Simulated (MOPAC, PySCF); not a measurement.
H6GeSi2, SMILES `[SiH3][Ge][SiH3]` (lower singlet), neutral singlet in the gas phase. This singlet lies 0.42 eV below the relaxed triplet at the level frozen-core CCSD(T)/cc-pVDZ // PBE0-D3(BJ)/def2-TZVP (Ansatz).

Cartesian coordinates (Å):
SMILES: [SiH3][Ge][SiH3]
```xyz
9

Si     1.6595     0.0216     0.2443
Ge     0.2822     0.8663    -1.5787
Si    -1.6430     0.0315    -0.3410
H      1.1373    -1.1669     0.9771
H      1.6369     1.1861     1.1861
H      3.0801    -0.2394    -0.1203
H     -2.9373     0.6779    -0.6954
H     -1.5199     0.0103     1.1444
H     -1.6958    -1.3875    -0.8164
```
Charge 0, spin multiplicity 1.

All levels are single points at this geometry (PBE0-D3(BJ)/def2-TZVP); Pople sets use spherical d functions. Orbital energies aren't observables, and empty levels follow the basis.

B3LYP/6-311+G** (LANL2DZ on Ge) in PySCF gives gap (eV) = 2.82.

Task: Estimate the gap (eV) from each of these levels: PBE0-D3(BJ)/def2-TZVP in PySCF; B3LYP/6-31G* in PySCF; BP86/6-31G* in PySCF; M06-2X/6-31G* in PySCF; PBE/6-31G* in PySCF; HF/6-31G* in PySCF; AM1 in MOPAC; PM3 in MOPAC.

Result: 
```
level                           gap (eV)
------------------------------  --------
PBE0-D3(BJ)/def2-TZVP in PySCF      3.24
B3LYP/6-31G* in PySCF               2.86
BP86/6-31G* in PySCF                1.51
M06-2X/6-31G* in PySCF              5.02
PBE/6-31G* in PySCF                 1.52
HF/6-31G* in PySCF                  8.38
AM1 in MOPAC                        5.61
PM3 in MOPAC                        4.76
```
